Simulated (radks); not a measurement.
Results of a calculation; reference values are marked as such.
Question: Species: the tellurium ion Te44+. Configuration: [He] 2s2 2p4 (the NIST ground configuration). Code: a radial shooting solver on a logarithmic mesh with Libxc functionals. Model: Dirac Kohn-Sham, PBE, spin-unpolarised, spherical densities, finite nucleus; open shells fill j = l - 1/2 first; Fermi nuclear charge, rms radius 4.7423 fm. Some entries of the table are withheld. Estimate them.

| orbital | occ. | eigenvalue (hartree) | <r> (bohr) | <1/r> (bohr^-1) |
|---|---|---|---|---|
| 1s1/2 | 2 | -1287.252 | 0.02776 | 55.65 |
| 2s1/2 | 2 | -290.0379 | 0.1155 | 13.41 |
| 2p1/2 | 2 | (1) | 0.09697 | (2) |
| 2p3/2 | 2 | (3) | 0.1021 | (4) |
| 3s1/2 | 0 | (5) | (6) | 5.621 |
| 3p1/2 | 0 | (7) | 0.2566 | (8) |
| 3p3/2 | 0 | (9) | 0.2640 | (10) |

Answer: 
(1) 2p1/2 eigenvalue (hartree): -281.8837
(2) 2p1/2 <1/r> (bohr^-1): 13.35
(3) 2p3/2 eigenvalue (hartree): -270.9385
(4) 2p3/2 <1/r> (bohr^-1): 12.37
(5) 3s1/2 eigenvalue (hartree): -121.4872
(6) 3s1/2 <r> (bohr): 0.2727
(7) 3p1/2 eigenvalue (hartree): -118.7623
(8) 3p1/2 <1/r> (bohr^-1): 5.572
(9) 3p3/2 eigenvalue (hartree): -115.7617
(10) 3p3/2 <1/r> (bohr^-1): 5.303
